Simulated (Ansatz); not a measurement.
CH₃BFNO₂ (`NC(=O)B(O)F`). The species carries charge 0 and has multiplicity 1.

```xyz
9

N     0.834    1.223    0.093
C     0.780   -0.090    0.426
O     1.667   -0.658    1.035
B    -0.547   -0.857   -0.044
O    -1.498   -0.183   -0.724
F    -0.698   -2.139    0.238
H     1.640    1.765    0.356
H     0.083    1.658   -0.413
H    -2.261   -0.718   -0.967
```

Q: List the harmonic frequencies (cm⁻¹, unscaled) at PBE0-D4/def2-TZVP in Ansatz. (Best estimate.)

A: Computed: 47, 190, 313, 353, 364, 443, 548, 580, 655, 716, 776, 997, 1094, 1251, 1432, 1456, 1619, 1772, 3600, 3742, 3854.

Q: Is this a minimum?

A: Yes, all 21 modes are real.

Q: Give the ideal-gas thermochemistry at 298.15 K and 1 bar (rigid rotor, harmonic oscillator; point group Cs, symmetry number 1).

A: Zero-point energy 154.3 kJ/mol; H(298) − E = 173.6 kJ/mol; entropy 334.0 J/(mol·K), of which translation 165.1, rotation 111.5, vibration 57.5; G(298) − E = 74.0 kJ/mol. Modes under 100 cm⁻¹ are hindered rotations or soft bends, so the harmonic entropy is rough.
